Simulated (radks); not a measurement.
Sn16+, 34 electrons, occupied as [Ar] 3d10 4s2 4p4. Method: scalar-relativistic Kohn-Sham, r2SCAN, spin-polarised, spherical densities, finite nucleus; open shells are filled with parallel spins first (spin-orbit coupling, left out, can overturn this in heavy ions); meta-GGA in the generalised Kohn-Sham scheme; Fermi nuclear charge, rms radius 4.6519 fm; computed with a radial shooting solver on a logarithmic mesh with Libxc functionals.

Unscreened Slater integrals over Kohn-Sham orbitals (eV). They are taken over the spin-up orbitals.

F0(4p,4p): 31.608
F2(4p,4p): 16.754
F0(4p,4s): 32.185
G1(4p,4s): 22.044
F0(4p,3d): 40.249
F2(4p,3d): 10.803
G1(4p,3d): 3.5445
G3(4p,3d): 3.5136
F0(4s,4s): 32.813
F0(4s,3d): 41.355
G2(4s,3d): 3.7041
F0(3d,3d): 79.681
F2(3d,3d): 39.996
F4(3d,3d): 25.586

Derived for the open shells (J is the average intra-shell exchange parameter used in DFT+U). 4p: J = F2/5 = 3.351 eV.
